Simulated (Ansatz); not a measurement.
`[CH3][AlH-]([CH3])[NH2+][SiH3]` → `[CH3][AlH-]([CH3])[NH3+]` + `[SiH2]`  (silylene formation by 1,1-elimination)

Program: Ansatz. Geometries: PBE0-D4/def2-TZVP. ΔE: electronic, gas phase. CCSD(T)/CBS is the MP2 limit (def2-TZVPP, def2-QZVPP) plus CCSD(T) − MP2 in def2-TZVPP, frozen cores. This one scheme is used for every species. DFT in def2-TZVPP. B3LYP here is the variant with VWN-RPA as its local correlation; programs differ in this. One conformer a species, not always the lowest.

`[CH3][AlH-]([CH3])[NH2+][SiH3]`:

Z-matrix (Å, degrees):
```
C
Al 1 1.977
H 1 1.096 2 110.7
H 1 1.096 2 112.9 3 118.8
H 1 1.096 2 112.9 3 -119.0
C 2 1.979 1 117.8 3 70.3
N 2 2.094 1 99.9 3 -179.5
H 2 1.612 1 117.1 3 -75.9
H 6 1.095 2 113.4 1 166.4
H 6 1.096 2 114.4 1 42.5
H 6 1.097 2 108.7 1 -75.8
Si 7 1.784 2 114.6 1 -86.5
H 7 1.016 2 105.6 1 149.2
H 7 1.017 2 104.1 1 37.1
H 12 1.486 7 109.6 2 165.5
H 12 1.477 7 107.5 2 46.0
H 12 1.477 7 106.8 2 -75.1
```

`[CH3][AlH-]([CH3])[NH3+]`:

```xyz
14

C     0.002   -0.761   -1.754
Al    0.300   -0.551    0.190
C    -1.290   -0.395    1.355
N     1.019    1.390    0.260
H     0.917   -0.633   -2.344
H    -0.371   -1.766   -1.983
H    -0.743   -0.060   -2.147
H     1.596   -1.278    0.815
H    -1.798   -1.361    1.449
H    -1.046   -0.077    2.375
H    -2.036    0.306    0.962
H     1.238    1.655    1.214
H     1.868    1.475   -0.288
H     0.345    2.057   -0.103
```

`[SiH2]`:

Cartesian coordinates in Å:
```
Si 0.002 0.400 -0.589
H 0.459 -1.018 -0.260
H -0.461 0.618 0.849
```

| level | ΔE (eV) | difference from CCSD(T)/CBS |
| --- | --- | --- |
| revPBE-D4 | 2.67 | -0.06 |
| B97M-V | 2.62 | -0.11 |
| PBE0-D4 | 2.79 | 0.06 |
| B3LYP-D4 | 2.69 | -0.04 |
| CAM-B3LYP-D4 | 2.77 | 0.04 |
| PBE | 2.57 | -0.16 |
| BLYP | 2.32 | -0.41 |
| PBE0 | 2.68 | -0.05 |
| r2SCANh | 2.87 | 0.14 |
| BHLYP | 2.64 | -0.09 |
| MP2/def2-SVP | 2.72 | -0.01 |
| CCSD(T)/def2-SVP | 2.50 | -0.23 |
| CCSD(T)/def2-TZVPP | 2.65 | -0.08 |
| HF/def2-QZVPP | 2.53 | -0.20 |
| MP2/CBS(def2) | 2.95 | 0.22 |
| CCSD/CBS(def2) | 2.68 | -0.05 |
| CCSD(T)/CBS | 2.73 | 0 |

Largest T1 diagnostic among the species: 0.014.

At CCSD(T), def2-SVP lies −0.23 eV from the extrapolated value and def2-TZVPP −0.08 eV. In def2-TZVPP, CCSD(T) changes the Hartree–Fock value by +0.13 eV (the triples alone add +0.04 eV) and MP2 by +0.35 eV. From PBE to PBE0 (25 % exact exchange), in def2-TZVPP and without D4, ΔE moves by +0.11 eV.

CCSD(T)/CBS has its own doubt, a few kJ/mol and more with outer-core shells, so smaller differences from it don't rank the levels.
